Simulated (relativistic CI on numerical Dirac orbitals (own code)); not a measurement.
# Forbidden lines of Hg XXXII

Computed by Dirac-Coulomb-Breit CI, separate exchange-only KLI orbitals for each configuration, QED by a radiative potential, unscaled Slater integrals (own radial code, finite nucleus).

Configurations in the expansion (outside the closed core [Ar] 3d10): 4s²4p⁶4d¹⁰4f³, 4s²4p⁶4d⁹4f⁴, 4s²4p⁶4d¹⁰4f²5s, 4s²4p⁶4d¹⁰4f²5p, 4s²4p⁶4d¹⁰4f5s², 4s²4p⁵4d¹⁰4f⁴, 4s²4p⁶4d¹⁰4f5s5p, 4s²4p⁶4d¹⁰4f²5d, 4s²4p⁶4d¹⁰4f5p², 4s4p⁶4d¹⁰4f⁴, 4s²4p⁶4d¹⁰4f5s5d, 4s²4p⁶4d⁹4f²5s², 4s²4p⁶4d¹⁰4f²5f, 4s²4p⁶4d¹⁰4f²6s, 4s²4p⁶4d¹⁰4f5d², 4s²4p⁶4d¹⁰4f²6p. Levels of other configurations are missing.

| λ vac (nm) | Lower | Upper | Type | A (s⁻¹) | E lower (cm⁻¹) | E upper (cm⁻¹) |
| --- | --- | --- | --- | --- | --- | --- |
| 102.95 | 4s²4p⁶4d¹⁰4f³ ⁴I°11/2 [2] | 4s²4p⁶4d¹⁰4f³ ²H°11/2 [21] | M1 | 2.17e+02 | 37278.6 | 134416.0 |
| 113.39 | 4s²4p⁶4d¹⁰4f³ ⁴I°11/2 [2] | 4s²4p⁶4d¹⁰4f³ ⁴G°9/2 [19] | M1 | 3.51e+02 | 37278.6 | 125473.2 |
| 122.92 | 4s²4p⁶4d¹⁰4f³ ⁴I°9/2 [1] | 4s²4p⁶4d¹⁰4f³ ²G°7/2 [9] | M1 | 2.69e+02 | 0.0 | 81354.4 |
| 130.27 | 4s²4p⁶4d¹⁰4f³ ⁴F°3/2 [3] | 4s²4p⁶4d¹⁰4f³ ⁴D°5/2 [17] | M1 | 7.50e+02 | 45424.2 | 122189.7 |
| 137.09 | 4s²4p⁶4d¹⁰4f³ ⁴I°11/2 [2] | 4s²4p⁶4d¹⁰4f³ ²H°11/2 [14] | M1 | 3.60e+02 | 37278.6 | 110225.1 |
| 137.29 | 4s²4p⁶4d¹⁰4f³ ⁴I°11/2 [2] | 4s²4p⁶4d¹⁰4f³ ⁴F°9/2 [13] | M1 | 2.33e+02 | 37278.6 | 110114.8 |
| 141.92 | 4s²4p⁶4d¹⁰4f³ ⁴I°11/2 [2] | 4s²4p⁶4d¹⁰4f³ ²K°13/2 [12] | M1 | 2.78e+03 | 37278.6 | 107740.5 |
| 143.86 | 4s²4p⁶4d¹⁰4f³ ⁴I°13/2 [4] | 4s²4p⁶4d¹⁰4f³ ²H°11/2 [21] | M1 | 2.42e+02 | 64902.9 | 134416.0 |
| 145.34 | 4s²4p⁶4d¹⁰4f³ ²G°9/2 [5] | 4s²4p⁶4d¹⁰4f³ ²H°11/2 [21] | M1 | 5.76e+02 | 65614.1 | 134416.0 |
| 152.41 | 4s²4p⁶4d¹⁰4f³ ⁴I°9/2 [1] | 4s²4p⁶4d¹⁰4f³ ²G°9/2 [5] | M1 | 1.69e+03 | 0.0 | 65614.1 |
| 153.18 | 4s²4p⁶4d¹⁰4f³ ²G°7/2 [9] | 4s²4p⁶4d¹⁰4f³ ²D°5/2 [23] | M1 | 9.51e+02 | 81354.4 | 146637.6 |
| 161.93 | 4s²4p⁶4d¹⁰4f³ ⁴I°13/2 [4] | 4s²4p⁶4d¹⁰4f³ ²L°15/2 [20] | M1 | 1.22e+03 | 64902.9 | 126659.8 |
| 167.06 | 4s²4p⁶4d¹⁰4f³ ²G°9/2 [5] | 4s²4p⁶4d¹⁰4f³ ⁴G°9/2 [19] | M1 | 1.04e+03 | 65614.1 | 125473.2 |
| 172.44 | 4s²4p⁶4d¹⁰4f³ ⁴S°3/2 [8] | 4s²4p⁶4d¹⁰4f³ ²D°3/2 [22] | M1 | 1.69e+03 | 80869.2 | 138861.3 |
| 220.64 | 4s²4p⁶4d¹⁰4f³ ⁴I°13/2 [4] | 4s²4p⁶4d¹⁰4f³ ²H°11/2 [14] | M1 | 2.32e+02 | 64902.9 | 110225.1 |
| 224.16 | 4s²4p⁶4d¹⁰4f³ ²G°9/2 [5] | 4s²4p⁶4d¹⁰4f³ ²H°11/2 [14] | M1 | 6.05e+02 | 65614.1 | 110225.1 |
| 224.67 | 4s²4p⁶4d¹⁰4f³ ⁴F°5/2 [7] | 4s²4p⁶4d¹⁰4f³ ²G°7/2 [18] | M1 | 1.72e+03 | 80537.4 | 125048.1 |
| 224.72 | 4s²4p⁶4d¹⁰4f³ ²G°9/2 [5] | 4s²4p⁶4d¹⁰4f³ ⁴F°9/2 [13] | M1 | 1.03e+03 | 65614.1 | 110114.8 |
| 226.66 | 4s²4p⁶4d¹⁰4f³ ²G°7/2 [9] | 4s²4p⁶4d¹⁰4f³ ⁴G°9/2 [19] | M1 | 4.37e+02 | 81354.4 | 125473.2 |
| 228.32 | 4s²4p⁶4d¹⁰4f³ ²H°11/2 [14] | 4s²4p⁶4d¹⁰4f³ ⁴G°11/2 [24] | M1 | 9.39e+02 | 110225.1 | 154023.6 |
| 228.87 | 4s²4p⁶4d¹⁰4f³ ²G°7/2 [9] | 4s²4p⁶4d¹⁰4f³ ²G°7/2 [18] | M1 | 6.64e+02 | 81354.4 | 125048.1 |
| 233.44 | 4s²4p⁶4d¹⁰4f³ ⁴I°13/2 [4] | 4s²4p⁶4d¹⁰4f³ ²K°13/2 [12] | M1 | 3.98e+02 | 64902.9 | 107740.5 |
| 247.66 | 4s²4p⁶4d¹⁰4f³ ⁴I°15/2 [10] | 4s²4p⁶4d¹⁰4f³ ²L°15/2 [20] | M1 | 7.75e+02 | 86282.3 | 126659.8 |
| 268.25 | 4s²4p⁶4d¹⁰4f³ ⁴I°9/2 [1] | 4s²4p⁶4d¹⁰4f³ ⁴I°11/2 [2] | M1 | 1.82e+03 | 0.0 | 37278.6 |
| 282.13 | 4s²4p⁶4d¹⁰4f³ ⁴F°3/2 [3] | 4s²4p⁶4d¹⁰4f³ ⁴S°3/2 [8] | M1 | 6.46e+02 | 45424.2 | 80869.2 |
| 284.79 | 4s²4p⁶4d¹⁰4f³ ⁴F°3/2 [3] | 4s²4p⁶4d¹⁰4f³ ⁴F°5/2 [7] | M1 | 6.11e+02 | 45424.2 | 80537.4 |
| 340.97 | 4s²4p⁶4d¹⁰4f³ ⁴F°5/2 [6] | 4s²4p⁶4d¹⁰4f³ ⁴G°7/2 [11] | M1 | 8.02e+02 | 68006.7 | 97334.9 |
| 355.39 | 4s²4p⁶4d¹⁰4f³ ⁴G°7/2 [11] | 4s²4p⁶4d¹⁰4f³ ⁴G°9/2 [19] | M1 | 4.58e+02 | 97334.9 | 125473.2 |
| 362.00 | 4s²4p⁶4d¹⁰4f³ ⁴I°11/2 [2] | 4s²4p⁶4d¹⁰4f³ ⁴I°13/2 [4] | M1 | 7.86e+02 | 37278.6 | 64902.9 |
| 467.74 | 4s²4p⁶4d¹⁰4f³ ⁴I°13/2 [4] | 4s²4p⁶4d¹⁰4f³ ⁴I°15/2 [10] | M1 | 2.24e+02 | 64902.9 | 86282.3 |

Terms are leading LS components. Brackets give the number of a level in order of energy, since labels repeat. The list gives strong lines, with weight on those to low levels, among the lowest 200 of 2550 levels, so that lines to higher ones, which can be the strongest, are missing. Levels whose partners in the same complex of configurations lie outside the list can be far off, and so can their lines. Rates are taken at the computed energies, electric ones in the length gauge.

At this charge energies of transitions that change n are usually good to better than 1 %, and those within a shell (Δn = 0) to a few per cent. Terms inside the open d or f shell come out 10 to 20 % too wide with unscaled integrals.

(1) From the table, what is the radiative lifetime of 4s²4p⁶4d¹⁰4f³ ⁴G°9/2?

Answers

(1) The listed rates from this level add up to about 2.28e+03 s⁻¹, 99 % of its decay; with all channels τ = 4.32e-04 s.

LS names give the leading component of a level, which can be under half, so a name can repeat, a term be missing and a line seem to break the LS rules.
